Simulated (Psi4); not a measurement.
InP, triplet, geometry from GFN2-xTB (such geometries of metal compounds can be far from the true shape) (all electrons, no relativity). Base run: B3LYP/3-21G (Psi4).

Input for Psi4:
```
memory 2 GB

molecule mol {
0 3
  In   -0.000000   -0.000000   -0.613897
  P     0.000000    0.000000    2.005398
}

set basis 3-21g
set reference uks
set scf_type pk

energy('b3lyp')
print_variables()
```

Variants of this job, named by their change:

```json
[
 {"change": "base", "E (Eh)": "-6057.19374", "dipole (D)": "1.98", "<S^2>": "2.004"},
 {"change": "functional = b3lyp5", "E (Eh)": "-6056.93914", "dipole (D)": "1.97", "<S^2>": "2.004"},
 {"change": "functional = hf (with energy('scf'))", "E (Eh)": "-6054.09832", "dipole (D)": "2.42", "<S^2>": "2.020"},
 {"change": "functional = m06-l", "E (Eh)": "-6056.98260", "dipole (D)": "3.25", "<S^2>": "2.028"},
 {"change": "functional = wb97x", "E (Eh)": "-6057.20783", "dipole (D)": "2.40", "<S^2>": "2.006"},
 {"change": "functional = m06", "E (Eh)": "-6057.01388", "dipole (D)": "2.11", "<S^2>": "2.007"},
 {"change": "functional = r2scan", "E (Eh)": "-6056.98630", "dipole (D)": "1.95", "<S^2>": "2.008"},
 {"change": "functional = cam-b3lyp", "E (Eh)": "-6057.36739", "dipole (D)": "2.22", "<S^2>": "2.005"},
 {"change": "functional = m06-2x", "E (Eh)": "-6057.44088", "dipole (D)": "2.26", "<S^2>": "2.008"},
 {"change": "functional = hse06", "E (Eh)": "-6056.56816", "dipole (D)": "2.08", "<S^2>": "2.005"},
 {"change": "functional = wb97m-v", "E (Eh)": "-6056.85251", "dipole (D)": "2.12", "<S^2>": "2.005"},
 {"change": "functional = tpss", "E (Eh)": "-6056.84923", "dipole (D)": "2.00", "<S^2>": "2.004"},
 {"change": "functional = mn15", "E (Eh)": "-6057.07320", "dipole (D)": "1.74", "<S^2>": "2.011"}
]
```

Absolute energies of different levels of theory aren't comparable as measures of quality.

Open shells are given as the SCF converged; they aren't shown to be the lowest states, and a large step between rows can be another state.
